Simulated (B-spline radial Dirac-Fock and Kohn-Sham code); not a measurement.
## Two-hole binding energies of Ta

System: neutral tantalum, configuration [Xe] 4f14 5d3 6s2.

Calculated with a radial atomic solver, using Dirac-Fock ΔSCF + Breit + QED. U is the two-hole binding energy less the two single-hole energies, the effective repulsion of the holes after relaxation. Each two-hole energy is an average over J within one jj subconfiguration.

```csv
holes,E(a) (eV),E(b) (eV),E(ab) (eV),U (eV)
1s⁻¹ 3p1/2⁻¹,67416.9,2478.6,70008.6,113.1
2s⁻¹ 2p1/2⁻¹,11694.6,11143.2,23038.0,200.2
2s⁻¹ 3p3/2⁻¹,11694.6,2204.7,13977.3,78.0
2s⁻¹ 3d3/2⁻¹,11694.6,1800.1,13583.9,89.2
2s⁻¹ 3d5/2⁻¹,11694.6,1741.6,13522.3,86.1
2p3/2⁻¹ 3d3/2⁻¹,9887.3,1800.1,11778.7,91.3
2p3/2⁻¹ 3d5/2⁻¹,9887.3,1741.6,11714.2,85.2
3p1/2⁻²,2478.6,2478.6,5020.4,63.3
3p3/2⁻²,2204.7,2204.7,4463.0,53.6
3d3/2⁻²,1800.1,1800.1,3665.3,65.2
3d3/2⁻¹ 3d5/2⁻¹,1800.1,1741.6,3607.3,65.5
4d3/2⁻¹ 4d5/2⁻¹,249.8,238.3,511.5,23.4
5p3/2⁻²,42.55,42.55,97.80,12.7
4f5/2⁻²,31.34,31.34,?,?
```

Q: Give the missing two-hole energy and U.

A: E(ab) = 83.28 eV and U = 20.6 eV.
